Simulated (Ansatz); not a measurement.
A series at Ti: from `[F][Ti]([F])([F])[Cl]`, ligands are replaced one by one, each step taking up HCl and setting free H–F; n counts the steps. Ansatz, PBE0-D4/def2-TZVP geometries.

```
n                    molecule  HOMO energy, ωB97M-V/def2-TZVPP (eV)
0     `[F][Ti]([F])([F])[Cl]`                                     ?
1    `[F][Ti]([F])([Cl])[Cl]`                                -12.06
2   `[F][Ti]([Cl])([Cl])[Cl]`                                -11.81
3  `[Cl][Ti]([Cl])([Cl])[Cl]`                                -11.80
```

Task: By hand: fit a straight line y = ȳ + b (n − n̄) to the 3 given rows and predict n = 0.

Result: n̄ = 2.000, ȳ = -11.890; Σ(n − n̄)(y − ȳ) = 0.260, Σ(n − n̄)² = 2.000, so b = 0.130 eV a step. Prediction: -11.890 + (0.130) × (-2.000) = -12.15 eV.

Task: By hand: compare with the computed value, -12.48 eV, and give the steps along the whole series.

Result: The line misses by -0.33 eV (computed minus predicted). Steps: 0.42, 0.25, 0.01 eV.

One step carries most of the change, so a line is a poor guide. The highest orbital can change its character along such a series. The miss is 48.5 % of the series' range.
